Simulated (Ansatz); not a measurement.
Relaxation of BF₂H₃OS (8 atoms, charge 0, multiplicity 1), to a largest force component of 0.03 eV/Å in at most 50 steps.

The calculation used RHF/def2-SVP (Ansatz).

```xyz
8
Properties=species:S:1:pos:R:3:forces:R:3
B -0.114 0.574 -0.134 0.03 0.66 0.01
F -0.197 -0.444 2.179 -0.04 0.18 0.31
F 1.020 -0.046 -0.389 0.00 -0.01 0.00
O -1.293 0.070 -0.493 0.00 -0.02 0.00
H -1.262 -0.819 -0.816 0.00 0.02 0.00
S -0.079 2.281 0.629 -0.01 -0.53 -0.26
H 1.248 2.374 0.731 0.00 0.00 0.00
H -0.332 0.421 2.429 0.04 -0.29 -0.06
```

Task: Where does it end, and by what steps?

Result: The forces met the threshold. After 11 steps the energy has fallen by 0.066 eV; F2 moved furthest, 0.47 Å.

```csv
step,energy less start (eV),largest force component (eV/Å),accepted
0,0.0000,0.660,yes
1,-0.0435,0.441,yes
2,0.0108,2.667,no
3,-0.0490,1.019,yes
4,-0.0629,0.105,yes
5,-0.0649,0.088,yes
6,-0.0653,0.126,yes
7,-0.0653,0.216,yes
8,-0.0654,0.188,yes
9,-0.0657,0.051,yes
10,-0.0660,0.067,yes
11,-0.0660,0.009,yes
```

```xyz
8
Properties=species:S:1:pos:R:3
B -0.113 0.605 -0.260
F -0.208 -0.456 2.648
F 1.021 0.032 -0.616
O -1.290 0.064 -0.566
H -1.245 -0.778 -0.996
S -0.086 2.192 0.657
H 1.241 2.316 0.715
H -0.331 0.436 2.554
```

Whether the end is a true minimum wasn't checked by a vibrational analysis.

The run took 26 s on 1 thread of Arm Neoverse V1, with other jobs on the host, peak memory 0.16 GiB.
